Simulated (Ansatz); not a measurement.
Ansatz (a quantum-chemistry and plane-wave program) input:

Ansatz 0.2 input:
```yaml
crystal:
  periodic: [false, false, false]
  atoms:
    - {symbol: Zr, position_ang: [-0.09573801, 0.03354969, -0.03261919]}
    - {symbol: H, position_ang: [0.95030678, -1.63859582, 0.84046550]}
    - {symbol: H, position_ang: [0.40174745, 1.24419308, 1.20885244]}
    - {symbol: H, position_ang: [1.52904508, -1.12090935, 0.75251261]}
    - {symbol: H, position_ang: [0.94842125, 0.17332455, -1.49706292]}
basis:
  gaussian:
    orbitals: def2-TZVP
hamiltonian:
  xc: b3lyp
  dispersion: d3bj
total_charge: 1
magnetization: {spin_polarized: true, initial_magnetization: 1}
phonons: {temperatures: {t_min: 298.15, t_max: 298.15, t_step: 100}}
```

Question: Which total energy does the run end on?

Answer: -49.08581 Eh (B3LYP-D3(BJ)/def2-TZVP). The basis has 64 functions.

The spin state was set by rule; other spins were not relaxed.
